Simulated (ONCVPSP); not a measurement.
## Configuration tests for chlorine (ONCV)

- Element: chlorine
- Generator: ONCVPSP 4.0.1
- Type: optimised norm-conserving Vanderbilt (ONCV)
- Functional: PBE
- Relativity: non-relativistic
- Frozen core: [He]
- Valence charge: 15
- Reference configuration: 2s2 2p6 3s2 3p4 (charge +1)
- Partial waves: 2s+3s: rc 0.70 bohr, ncon 4, nbas 7, qcut 18.1 1/bohr, 2 projectors; 2p+3p: rc 0.65 bohr, ncon 4, nbas 7, qcut 26.7 1/bohr, 2 projectors; d scattering state at 0.41 Ha: rc 0.70 bohr, ncon 3, nbas 7, qcut 11.6 1/bohr, 1 projector
- Local potential: polynomial inside 0.40 bohr (lpopt 4, dvloc0 0 Ha)
- Core correction: polynomial model core, fcfact 0.2

Energies are relative to the spin-unpolarised reference configuration 2s2 2p6 3s2 3p4; without spin polarisation the order of configurations can differ from experiment.

| valence configuration | charge | ΔE all-electron (eV) | error AE − PS (meV) |
| --- | --- | --- | --- |
| 2s2 2p6 3s2 3p5 | 0 | -13.890 | +0.2 |
| 2s2 2p6 3s2 3p2 | +3 | 63.772 | +3.8 |

**Question.** What are ΔE and the potential's error for 2s2 2p6 3s2 3p1?

**Answer.** ΔE = 116.012 eV all-electron; the error (AE − PS) is +12 meV.

**Question.** What are ΔE and the potential's error for 2s2 2p6 3s2 3p3?

**Answer.** ΔE = 25.459 eV all-electron; the error (AE − PS) is +0.6 meV.

Levels in the configuration 2s2 2p6 3s2 3p1:

```
level  all-electron (eV)  pseudo (eV)
   2s           -314.667     -314.687
   2p           -255.570     -255.445
   3s            -73.528      -73.530
   3p            -59.516      -59.504
```
